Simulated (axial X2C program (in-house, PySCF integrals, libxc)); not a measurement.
GaB⁺: properties at the nuclei

Computed with an axial X2C code built on PySCF integrals: two-component X2C with atomic mean-field Coulomb and Gaunt terms, Gaussian nuclei, basis Ga dyall-cv3z, B dyall-v3z with contracted cores.

R = 2.792 Å (near the PBE0 minimum at charge 1 of the determinant lowest at the starting distance; the state shown can have its own minimum elsewhere).

Input and command:
```json
{"zs": [31, 5], "q": 1, "bas": ["dyall-cv3z", "dyall-v3z"], "r0": 2.09, "levels": ["PBE0", "HF", "PBE50", "BP86", "r2SCAN"], "nst": 3}
```
```bash
python soeom.py task.json out
```

Keys: zs atomic numbers; q charge; bas basis sets; r0 starting distance in Å; levels methods; nst determinants followed.

Determinant lowest in the PBE0 search, Ω = 1/2 (⟨Sz⟩ = 0.50, ⟨Lz⟩ = 0.00 at PBE0), spin on the atoms Ga 0.12, B 0.37:

```csv
level,Eeff magnitude (GV/cm),Ws magnitude Ga (kHz),A∥/gI Ga (MHz),qzz Ga (a.u.),A∥/gI B (MHz),qzz B (a.u.)
PBE0,1.13,0.975,158,-1.34,69.4,-0.55
HF,1.66,1.44,-84.1,-1.07,65.2,-0.56
PBE50,1.31,1.13,98.5,-1.26,62,-0.54
BP86,0.959,0.829,219,-1.46,83.9,-0.56
r2SCAN,1.19,1.03,111,-1.46,73,-0.57
```

Determinant 0.64 eV from it at PBE0 and this distance, Ω = 3/2 (⟨Sz⟩ = 0.50, ⟨Lz⟩ = 1.00 at PBE0), spin on the atoms Ga 0.05, B 0.45:

```csv
level,Eeff magnitude (GV/cm),Ws magnitude Ga (kHz),A∥/gI Ga (MHz),qzz Ga (a.u.),A∥/gI B (MHz),qzz B (a.u.)
PBE0,0.265,0.0736,-10.7,-0.11,44.8,0.28
HF,1.12,0.319,-32.8,-0.30,97,0.28
PBE50,0.354,0.0993,-19,-0.18,51.5,0.29
BP86,0.188,0.0513,1.02,0.03,40.7,0.26
r2SCAN,0.426,0.119,-27.2,-0.06,55.1,0.27
```

Eeff is the effective electric field on the electron electric dipole moment in this Ω state and Ws the scalar–pseudoscalar constant of the nucleus named (defined with the proton number Z and per Ω); A∥ (defined per Ω) follows by multiplying with gI = μI/(I μN); qzz is the electric field gradient, eQq0 = 234.96 MHz × Q/barn × qzz. The operators were transformed with the bare-nucleus X2C matrices; with these basis sets, hyperfine constants and field gradients can be off by tens of per cent, and where levels differ in sign neither size nor sign is settled.

Task: With Q(69Ga) = 0.171 barn, gI(11B) = 1.7924, Q(11B) = 0.04059 barn (g factors from the IAEA table of nuclear moments by Stone; Q from Pyykkö, Mol. Phys. 2018), turn the PBE0 values of the first state into constants in MHz.

Result: eQq0(69Ga) = 234.96 × (0.171) × (-1.34) = -53.8 MHz; A∥(11B) = 69.4 × 1.7924 = 124 MHz; eQq0(11B) = 234.96 × (0.04059) × (-0.55) = -5.25 MHz.

Each state is one determinant with collinear spin. Unrestricted Hartree–Fock can overshoot spin polarisation at the nuclei. Where Eeff spreads by more than a factor of two the levels disagree and none is to be relied on. The search compared states at one distance, so a state with another bond length can lie lower. Where a field gradient or hyperfine factor spreads by more than a factor of two over the levels, a constant derived from it is not to be relied on. PBE0 term energies can be off by some tenths of an eV.
